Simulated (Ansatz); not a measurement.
Relaxation of F$_{2}$H$_{6}$OW (10 atoms, charge 0, multiplicity 1), to a largest force component of 0.03 eV/Å in at most 50 steps.

Level of theory: RKS PBE0-D4/def2-SVP in Ansatz 0.2.0.

```xyz
10
Properties=species:S:1:pos:R:3
W 0.194 0.042 -0.058
F -0.218 0.106 1.769
F 1.764 -0.537 -0.917
H -0.630 1.198 -0.954
H -1.447 -0.235 -0.115
H -0.386 -1.502 -0.125
H -0.461 -0.565 -1.461
O 1.871 1.938 1.761
H 2.740 1.579 1.988
H 1.254 1.504 2.395
```

Problem. Where does it end, and by what steps?

Solution. The run converged. After 9 steps the energy has fallen by 0.621 eV; H9 moved furthest, 0.77 Å. Joined: W1–O8 (3.12 → 2.31 Å).

| step | energy less start (eV) | largest force component (eV/Å) | accepted |
| --- | --- | --- | --- |
| 0 | 0.0000 | 0.775 | yes |
| 1 | -0.1323 | 1.243 | yes |
| 2 | -0.2990 | 1.580 | yes |
| 3 | -0.4819 | 1.157 | yes |
| 4 | -0.5676 | 0.593 | yes |
| 5 | -0.5995 | 0.476 | yes |
| 6 | -0.6138 | 0.389 | yes |
| 7 | -0.6190 | 0.112 | yes |
| 8 | -0.6203 | 0.032 | yes |
| 9 | -0.6211 | 0.018 | yes |

```xyz
10
Properties=species:S:1:pos:R:3
W 0.211 0.119 0.189
F -0.533 -0.049 1.929
F 1.919 -0.364 -0.483
H -0.503 1.354 -0.705
H -1.379 -0.220 -0.187
H -0.297 -1.434 -0.125
H -0.193 -0.375 -1.353
O 1.560 1.547 1.399
H 2.510 1.423 1.267
H 1.388 1.526 2.351
```

The run took 40 s on 2 threads of Intel(R) Xeon(R) Platinum 8488C (Sapphire Rapids) (shared host), peak memory 0.24 GiB.
